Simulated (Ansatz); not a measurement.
Isolated molecules relaxed with PBE0-D4/def2-TZVP in Ansatz; ΔE leaves out vibrations. CCSD(T)/CBS is the MP2 limit (def2-TZVPP, def2-QZVPP) plus CCSD(T) − MP2 in def2-TZVPP, frozen cores. This one scheme is used for every species. DFT in def2-TZVPP. For Ga outer-core shells are correlated without core-valence functions, which leaves a few kJ/mol of doubt a bond. Scalar relativity is left out up to krypton. One conformer a species, not always the lowest.

Reaction (ligand exchange at the Si–N bond): `N=C=N[SiH2][GaH2]` + H–F → `F[SiH2][GaH2]` + `N=C=N`

```
            species  ωB97X-V energy (Eh)
`N=C=N[SiH2][GaH2]`          -2364.74778
                H–F           -100.45411
    `F[SiH2][GaH2]`          -2316.42698
            `N=C=N`           -148.79503
```

Work out ΔE.

ΔE = (-2316.42698) + (-148.79503) − (-2364.74778) − (-100.45411) = -0.02012 Eh = -52.8 kJ/mol. CCSD(T)/CBS gives -45.1 kJ/mol.

Largest T1 diagnostic among the species: 0.017.

The D4 term adds +9.2 kJ/mol with B3LYP and +5.3 kJ/mol with PBE0; it sums over pairs of atoms, weighted by their polarisabilities, and B3LYP, whose exchange is more repulsive, gets the larger term. From PBE to PBE0 (25 % exact exchange), in def2-TZVPP and without D4, ΔE moves by +3.5 kJ/mol. In def2-TZVPP, CCSD(T) changes the Hartree–Fock value by +13.2 kJ/mol (the triples alone add +2.8 kJ/mol) and MP2 by +21.4 kJ/mol.

B3LYP here is the variant with VWN-RPA as its local correlation; programs differ in this.
